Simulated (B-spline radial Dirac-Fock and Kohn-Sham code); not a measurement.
## The K (1s) hole of titanium ions: width and yield against charge

The computed values come from a B-spline atomic structure program: one-electron (LDA, Dirac) transition rates at Dirac-Fock energies. Tabulated ground configurations, configuration averages; single configurations, so decays that open only by mixing (as 1s 2s² with 1s 2p² in Be-like ions) are missing and such tiny yields are far too low.

```csv
ion,configuration,radiative (eV),non-radiative (eV),yield
Ti,[Ar] 3d2 4s2,0.195,0.689,0.221
Ti⁺,[Ar] 3d2 4s1,0.195,0.689,0.221
Ti²⁺,[Ar] 3d2,0.196,0.688,0.221
Ti³⁺,[Ar] 3d1,0.197,0.694,0.221
Ti⁴⁺,[Ne] 3s2 3p6,0.198,0.703,0.220
Ti⁵⁺,[Ne] 3s2 3p5,0.196,0.693,0.220
Ti⁶⁺,[Ne] 3s2 3p4,0.194,0.682,0.221
Ti⁷⁺,[Ne] 3s2 3p3,0.191,0.669,0.222
Ti⁸⁺,[Ne] 3s2 3p2,0.188,0.654,0.223
Ti⁹⁺,[Ne] 3s2 3p1,0.184,0.638,0.224
Ti¹⁰⁺,[Ne] 3s2,0.180,0.620,0.225
Ti¹²⁺,[He] 2s2 2p6,0.182,0.590,0.236
Ti¹³⁺,[He] 2s2 2p5,0.159,0.466,0.254
Ti¹⁴⁺,[He] 2s2 2p4,0.133,0.349,0.276
Ti¹⁵⁺,[He] 2s2 2p3,0.104,0.245,0.298
Ti¹⁶⁺,[He] 2s2 2p2,0.0724,0.159,0.313
Ti¹⁷⁺,[He] 2s2 2p1,0.0377,0.0964,0.281
Ti¹⁸⁺,[He] 2s2,3.50e-08,0.0647,5.42e-07
```
